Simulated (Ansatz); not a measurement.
`C[SiH](S)CF`, relaxed with RKS PBE-D4/def2-SVP in the Gaussian-basis code of Ansatz from a rough embedded geometry. The force threshold is 0.03 eV/Å; the program also tests the step.

Charge 0, multiplicity 1.

Start:

```xyz
12

C     0.739   -0.379   -1.307
Si    0.249    0.588    0.142
S    -1.341    1.857   -0.489
C    -0.378   -0.437    1.553
F     0.637   -1.394    1.852
H     1.140    0.292   -2.146
H    -0.023   -0.988   -1.711
H     1.632   -0.997   -1.057
H     1.338    1.498    0.565
H    -2.162    0.929   -1.022
H    -0.585    0.076    2.395
H    -1.245   -1.045    1.224
```

**Question.** By how much does the energy fall, and how many steps does the optimiser take? (An estimate is asked.)

**Answer.** Computed: 49.15 kJ/mol, in 6 steps.

**Question.** Which bonds change most? (Estimate.)

**Answer.** Ansatz gave: C4–H11 from 1.007 to 1.114 Å; C1–Si2 from 1.810 to 1.881 Å; Si2–C4 from 1.853 to 1.913 Å; C1–H7 from 1.055 to 1.109 Å.

**Question.** Give the relaxed structure. (Best estimate.)

**Answer.** The calculation gave: 
```xyz
12

C     0.807   -0.408   -1.342
Si    0.202    0.653    0.088
S    -1.422    1.986   -0.450
C    -0.341   -0.500    1.514
F     0.721   -1.364    1.809
H     1.247    0.209   -2.150
H    -0.024   -1.005   -1.772
H     1.576   -1.115   -0.968
H     1.282    1.572    0.586
H    -2.198    0.992   -0.969
H    -0.614    0.079    2.426
H    -1.235   -1.102    1.228
```
